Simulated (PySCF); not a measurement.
C4H3F3O2S.
Numbering: `[CH2:1]=[C:2]=[CH:3][S:4](=[O:5])(=[O:6])[C:7]([F:8])([F:9])[F:10]` (hydrogens: H11, H12 on C1; H13 on C3)

A GFN2-xTB structure was refined with PBE0-D3(BJ)/def2-SVP geometry optimisation, gas phase in PySCF. Its GFN2-xTB values:

```json
{"coordinate": "C1=C2", "GFN2-xTB": "1.290 Å"}
{"coordinate": "C1–H11", "GFN2-xTB": "1.077 Å"}
{"coordinate": "C2=C3", "GFN2-xTB": "1.293 Å"}
{"coordinate": "C3–S4", "GFN2-xTB": "1.786 Å"}
{"coordinate": "C3–H13", "GFN2-xTB": "1.073 Å"}
{"coordinate": "S4=O5", "GFN2-xTB": "1.426 Å"}
{"coordinate": "S4–C7", "GFN2-xTB": "1.902 Å"}
{"coordinate": "C7–F8", "GFN2-xTB": "1.334 Å"}
{"coordinate": "C1–C2–C3", "GFN2-xTB": "175.9°"}
{"coordinate": "C2–C3–S4", "GFN2-xTB": "118.3°"}
{"coordinate": "C3–S4–O5", "GFN2-xTB": "111.7°"}
{"coordinate": "C3–S4–O6", "GFN2-xTB": "110.6°"}
{"coordinate": "C3–S4–C7", "GFN2-xTB": "99.9°"}
{"coordinate": "O5–S4–O6", "GFN2-xTB": "120.0°"}
{"coordinate": "O5–S4–C7", "GFN2-xTB": "106.0°"}
{"coordinate": "F8–C7–F9", "GFN2-xTB": "107.6°"}
{"coordinate": "C2–C3–S4–O5", "GFN2-xTB": "-24°"}
{"coordinate": "C3–S4–C7–F8", "GFN2-xTB": "58°"}
```

Question: How do these coordinates change at the PBE0-D3(BJ)/def2-SVP level?

Answer: 
```json
{"coordinate": "S4–C7", "PBE0-D3(BJ)/def2-SVP (Å or °)": "1.865", "change": "-0.037"}
{"coordinate": "S4=O5", "PBE0-D3(BJ)/def2-SVP (Å or °)": "1.451", "change": "+0.025"}
{"coordinate": "C3–H13", "PBE0-D3(BJ)/def2-SVP (Å or °)": "1.094", "change": "+0.021"}
{"coordinate": "C1–H11", "PBE0-D3(BJ)/def2-SVP (Å or °)": "1.095", "change": "+0.018"}
{"coordinate": "C2=C3", "PBE0-D3(BJ)/def2-SVP (Å or °)": "1.309", "change": "+0.016"}
{"coordinate": "C3–S4", "PBE0-D3(BJ)/def2-SVP (Å or °)": "1.773", "change": "-0.013"}
{"coordinate": "C1=C2", "PBE0-D3(BJ)/def2-SVP (Å or °)": "1.302", "change": "+0.012"}
{"coordinate": "C7–F8", "PBE0-D3(BJ)/def2-SVP (Å or °)": "1.324", "change": "-0.010"}
{"coordinate": "O5–S4–O6", "PBE0-D3(BJ)/def2-SVP (Å or °)": "123.4", "change": "+3.4"}
{"coordinate": "C1–C2–C3", "PBE0-D3(BJ)/def2-SVP (Å or °)": "178.5", "change": "+2.6"}
{"coordinate": "C3–S4–O6", "PBE0-D3(BJ)/def2-SVP (Å or °)": "108.2", "change": "-2.4"}
{"coordinate": "F8–C7–F9", "PBE0-D3(BJ)/def2-SVP (Å or °)": "109.1", "change": "+1.5"}
{"coordinate": "C3–S4–C7", "PBE0-D3(BJ)/def2-SVP (Å or °)": "101.4", "change": "+1.5"}
{"coordinate": "C3–S4–O5", "PBE0-D3(BJ)/def2-SVP (Å or °)": "110.3", "change": "-1.4"}
{"coordinate": "C2–C3–S4", "PBE0-D3(BJ)/def2-SVP (Å or °)": "118.8", "change": "+0.5"}
{"coordinate": "O5–S4–C7", "PBE0-D3(BJ)/def2-SVP (Å or °)": "105.7", "change": "-0.3"}
{"coordinate": "C2–C3–S4–O5", "PBE0-D3(BJ)/def2-SVP (Å or °)": "-11", "change": "+13"}
{"coordinate": "C3–S4–C7–F8", "PBE0-D3(BJ)/def2-SVP (Å or °)": "55", "change": "-3"}
```

The energy falls by 13.9 kJ/mol over 10 energy and gradient evaluations, the largest force component goes from 0.0299 to 3.3e-04 Eh/bohr, and the atoms move by 0.204 Å rms after alignment. The bond that changes most is S4–C7 (sulfonyl sulfur to CF3 carbon), which shortens by 0.037 Å. Bonds longer at the end by more than 0.005 Å: 7 of 12; shorter: 5. Among the dihedrals that turn most is C2–C3–S4–O5, from -24° to -11°. Rotational constants go from 1675, 1003, 836.4 to 1804, 929.7, 816.0 MHz.

The run used 159 basis functions and 75 SCF cycles in all.

PBE0-D3(BJ)/def2-SVP frequencies: not computed here. One conformer, not necessarily the lowest.
